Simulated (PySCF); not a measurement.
Heteronuclear NMR

Atoms are numbered as in `[CH3:1][O:2][SiH2:3][NH:4][c:5]1[cH:6][cH:7][cH:8][cH:9][cH:10]1` (H(Xn): hydrogen on atom n).

PySCF 2.14 calculation with GFN2-xTB structure and NMR shieldings at PBE0/pcSseg-1/GIAO; fast rotation and ring inversion assumed for equivalent nuclei, no solvent model, non-relativistic, one conformer.

Problem. Where does 29Si resonate?

Solution. 
```tsv
atoms	environment	σ (ppm)	δ (ppm)
Si3	silicon bonded to N, O, 2 H	377.9	-30.7
```

Shieldings were converted by a linear fit to measured shifts: 29Si: δ = 279.94 − 0.822σ (rms 8.9 ppm, 72 shifts, 25.8 ppm with the 6 outliers that the fit left out vs TMS, solution or neat liquid). Occasional misses reach two or three times the rms, and more in compound classes unlike the fitted ones.

On a 400 MHz spectrometer 29Si resonates near 79.5 MHz, so 1 ppm is 79.5 Hz.

Problem. Predict the 15N NMR data.

Solution. 
```
atoms            environment  σ (ppm)  δ (ppm)
   N4  aniline-type nitrogen    190.2   -323.3
```

Shieldings were converted by a linear fit to measured shifts: 15N: δ = -148.07 − 0.921σ (rms 6.3 ppm, 71 shifts vs CH3NO2, solution or neat liquid). Occasional misses reach two or three times the rms, and more in compound classes unlike the fitted ones.

On a 400 MHz spectrometer 15N resonates near 40.5 MHz, so 1 ppm is 40.5 Hz.

Problem. Where does 17O resonate?

Solution. 
| atoms | environment | σ (ppm) | δ (ppm) |
| --- | --- | --- | --- |
| O2 | oxygen bonded to C, Si | 343.1 | -45.8 |

Shieldings were converted by a linear fit to measured shifts: 17O (scatter 10.7 ppm rms, 12.2 ppm with the 3 outliers that the fit left out vs liquid water, solution or neat liquid). A few per cent of atoms miss by over 2 rms, more outside the fitted compound classes.

On a 600 MHz spectrometer 17O resonates near 81.3 MHz, so 1 ppm is 81.3 Hz.
